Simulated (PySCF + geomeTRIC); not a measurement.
Computed with PBE0-D4/def2-TZVP (PySCF + geomeTRIC). fastk is a local helper that only speeds up exchange builds. No frequencies were computed at this level.

```python
import json, numpy as np
from pyscf import gto, dft
from fastk import lowrank_exchange
atoms = """
N     -1.348258     0.039112    -0.148212
Si     0.308458     0.382812     0.143769
O      1.222270    -0.948616    -0.121720
H     -1.819899    -0.594783     0.476723
H     -1.634382    -0.154180    -1.094568
H      0.690252     1.435604    -0.793814
H      0.414077     0.779614     1.545408
H      2.167481    -0.939563    -0.007586
"""
def scf(charge, spin, dm0=None):
    mol = gto.M(atom=atoms, basis='def2-tzvp', ecp={}, charge=charge, spin=spin, verbose=3, max_memory=5040)
    mf = dft.KS(mol, xc='pbe0').density_fit(auxbasis="def2-universal-jkfit")
    mf.disp = 'd4'
    mf.grids.level = 3
    mf.conv_tol = 1e-8
    mf.max_cycle = 60
    mf.kernel(dm0)
    if not mf.converged:
        mf = mf.newton().run(mf.mo_coeff, mf.mo_occ).undo_soscf()
    return mf
mf = scf(0, 0)
from pyscf.geomopt.geometric_solver import kernel as optimize
path = []
done, mol = optimize(mf, maxsteps=80, assert_convergence=False, callback=lambda env: path.append((env["energy"], bool(env["g_scanner"].converged))))
res = dict(converged=bool(done and path[-1][1]), energy=path[-1][0], path=[e for e, c in path], xyz=mol.atom_coords(unit="Angstrom").tolist(), nao=mol.nao)
json.dump(res, open("result.json", "w"))
```

Output:

```
converged SCF energy = -422.350088976461
Geometry optimization cycle 1
converged SCF energy = -422.350088976381
cycle 1: E = -422.350088976  dE = -422.35  norm(grad) = 0.0243228
Geometry optimization cycle 2
converged SCF energy = -422.351023332187
cycle 2: E = -422.351023332  dE = -0.000934356  norm(grad) = 0.00640144
Geometry optimization cycle 3
converged SCF energy = -422.351171241305
cycle 3: E = -422.351171241  dE = -0.000147909  norm(grad) = 0.00371916
Geometry optimization cycle 4
converged SCF energy = -422.35124650525
cycle 4: E = -422.351246505  dE = -7.52639e-05  norm(grad) = 0.0022456
Geometry optimization cycle 5
converged SCF energy = -422.35126529447
cycle 5: E = -422.351265294  dE = -1.87892e-05  norm(grad) = 0.00126432
Geometry optimization cycle 6
converged SCF energy = -422.35127918371
cycle 6: E = -422.351279184  dE = -1.38892e-05  norm(grad) = 0.00097937
Geometry optimization cycle 7
converged SCF energy = -422.351283483028
cycle 7: E = -422.351283483  dE = -4.29932e-06  norm(grad) = 0.000747214
Geometry optimization cycle 8
converged SCF energy = -422.351284715248
cycle 8: E = -422.351284715  dE = -1.23222e-06  norm(grad) = 0.000292131
Geometry optimization cycle 9
converged SCF energy = -422.351284906291
cycle 9: E = -422.351284906  dE = -1.91043e-07  norm(grad) = 8.8722e-05
<class 'geometric.internal.Distance'> : 7
<class 'geometric.internal.Angle'> : 10
<class 'geometric.internal.Dihedral'> : 9
<class 'geometric.internal.TranslationX'> : 1
<class 'geometric.internal.TranslationY'> : 1
<class 'geometric.internal.TranslationZ'> : 1
<class 'geometric.internal.RotationA'> : 1
<class 'geometric.internal.RotationB'> : 1
<class 'geometric.internal.RotationC'> : 1
Step    0 : Gradient = 8.599e-03/1.663e-02 (rms/max) Energy = -422.3500889764
Step    1 : Displace = 1.873e-02/2.235e-02 (rms/max) Trust = 1.000e-01 (=) Grad = 2.263e-03/3.462e-03 (rms/max) E (change) = -422.3510233322 (-9.344e-04) Quality = 1.131
Step    2 : Displace = 1.071e-02/1.740e-02 (rms/max) Trust = 1.414e-01 (+) Grad = 1.315e-03/2.149e-03 (rms/max) E (change) = -422.3511712413 (-1.479e-04) Quality = 1.442
Step    3 : Displace = 1.217e-02/2.051e-02 (rms/max) Trust = 2.000e-01 (+) Grad = 7.939e-04/1.553e-03 (rms/max) E (change) = -422.3512465053 (-7.526e-05) Quality = 1.210
Step    4 : Displace = 5.274e-03/7.197e-03 (rms/max) Trust = 2.828e-01 (+) Grad = 4.470e-04/7.562e-04 (rms/max) E (change) = -422.3512652945 (-1.879e-05) Quality = 1.459
Step    5 : Displace = 6.088e-03/8.018e-03 (rms/max) Trust = 3.000e-01 (+) Grad = 3.463e-04/6.598e-04 (rms/max) E (change) = -422.3512791837 (-1.389e-05) Quality = 1.268
Step    6 : Displace = 3.248e-03/4.167e-03 (rms/max) Trust = 3.000e-01 (=) Grad = 2.642e-04/5.327e-04 (rms/max) E (change) = -422.3512834830 (-4.299e-06) Quality = 1.241
Step    7 : Displace = 1.545e-03/2.031e-03 (rms/max) Trust = 3.000e-01 (=) Grad = 1.033e-04/2.263e-04 (rms/max) E (change) = -422.3512847152 (-1.232e-06) Quality = 1.020
Step    8 : Displace = 5.481e-04/1.009e-03 (rms/max) Trust = 3.000e-01 (=) Grad = 3.137e-05/4.202e-05 (rms/max) E (change) = -422.3512849063 (-1.910e-07) Quality = 0.598
Converged! =D
```

Cost: around 90 core-seconds (rough).
